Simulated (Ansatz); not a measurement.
C4H5Si (SMILES [C]1=C[SiH2]C=C1), doublet (typed; the unrestricted solution is spin-contaminated), at a GFN2-xTB geometry; CCSD(T)/STO-3G (Ansatz, a quantum-chemistry and plane-wave program).

Here is a job for Ansatz.
Ansatz 0.2 input:
```yaml
crystal:
  periodic: [false, false, false]
  atoms:
    - {symbol: C, position_ang: [-0.99710762, 1.09020519, -0.35746860]}
    - {symbol: C, position_ang: [0.28008814, 1.34121899, -0.24314913]}
    - {symbol: Si, position_ang: [1.12312240, -0.34185969, 0.21785217]}
    - {symbol: C, position_ang: [-0.58043733, -1.15517864, 0.16515843]}
    - {symbol: C, position_ang: [-1.51151541, -0.23827236, -0.14755384]}
    - {symbol: H, position_ang: [0.77323490, 2.28480944, -0.37557366]}
    - {symbol: H, position_ang: [1.72528454, -0.29866333, 1.54862895]}
    - {symbol: H, position_ang: [2.03566045, -0.79467200, -0.82984402]}
    - {symbol: H, position_ang: [-0.83608835, -2.18811366, 0.34720666]}
    - {symbol: H, position_ang: [-2.56797174, -0.44516387, -0.24226949]}
basis:
  gaussian:
    orbitals: STO-3G
magnetization: {spin_polarized: true, initial_magnetization: 1}
correlation: {method: ccsd_t}
```

The log (banner, timings and long lists left out):

```
Functional definition: HF
445 factors; integrals over basis functions are off by at most 3.2e-5 eV
mean field evaluation 1: about -11916.6601 eV, gradient 1.2e1 eV
mean field evaluation 2: about -11916.8022 eV, gradient 1.2e1 eV
mean field evaluation 4: about -11918.6128 eV, gradient 2.3e0 eV
mean field evaluation 8: about -11918.7410 eV, gradient 1.1e0 eV
mean field evaluation 16: about -11919.4834 eV, gradient 3.4e-4 eV
mean field evaluation 32: about -11919.4833 eV, gradient 1.2e-1 eV
mean field evaluation 64: about -11918.6387 eV, gradient 3.0e-1 eV
mean field evaluation 96: about -11918.7850 eV, gradient 9.6e-4 eV
mean field evaluation 128: about -11919.5067 eV, gradient 2.4e-2 eV
mean field evaluation 160: about -11918.8639 eV, gradient 3.6e-1 eV
mean field evaluation 192: about -11918.8188 eV, gradient 5.6e-1 eV
mean field -11919.48343846 eV, -438.0329370473 hartree, gradient 2.7e-6 eV, S^2 1.570760; 5 other end points of the search recorded, 0 dependent functions left out
determinant -11919.48343846 eV, -438.0329370473 hartree, with singles and doubles -11927.59349255 eV, -438.3309760378 hartree
determinant -11918.78501567 eV, -438.0072704832 hartree, with singles and doubles -11927.61817670 eV, -438.3318831637 hartree
determinant -11919.48343846 eV, -438.0329370473 hartree, with singles and doubles -11927.62147694 eV, -438.3320044455 hartree
determinant -11918.78501567 eV, -438.0072704832 hartree, with singles and doubles -11927.63704100 eV, -438.3325764140 hartree
determinant -11918.76320104 eV, -438.0064688103 hartree, with singles and doubles -11927.67432311 eV, -438.3339465061 hartree
9 core orbitals not correlated
reference -11919.48343846 eV, -438.0329370473 hartree; 13, 12 occupied and 12, 13 virtual orbitals, 445 factors
second order -5.44507803 eV of doubles, -0.00000000 eV of singles
cycle   1  -8.13803552 eV  change    3.0e-6 eV  update   3.2e-6
perturbative correction -0.16159959 eV, -0.0059386752 hartree
Total energy: -11927.78307356 eV, -438.3379430117 hartree
```
